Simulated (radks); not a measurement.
The numbers below are computed, except where a source is named.
Question: The mean radii <r> (bohr) of the occupied orbitals of an atom or ion are listed with their occupations. Code: a radial shooting solver on a logarithmic mesh with Libxc functionals. Model: scalar-relativistic Kohn-Sham, PBE, spin-unpolarised, spherical densities, point nucleus.

| orbital | occ. | <r> |
|---|---|---|
| 1s | 2 | 0.1113 |
| 2s | 2 | 0.5642 |
| 2p | 6 | 0.5312 |

Name the element and its charge.

Answer: Z = 14, silicon, charge +4: Si4+ in [Ne]. The 1s radius gives Z: for a bare nucleus <r> = (2 gamma + 1)/(2Z) with gamma = sqrt(1 - (Z/c)^2), 0.1068 bohr for Z = 14, and screening makes it slightly larger (0.1113 here). The occupations add up to 10, and the charge is Z minus that.
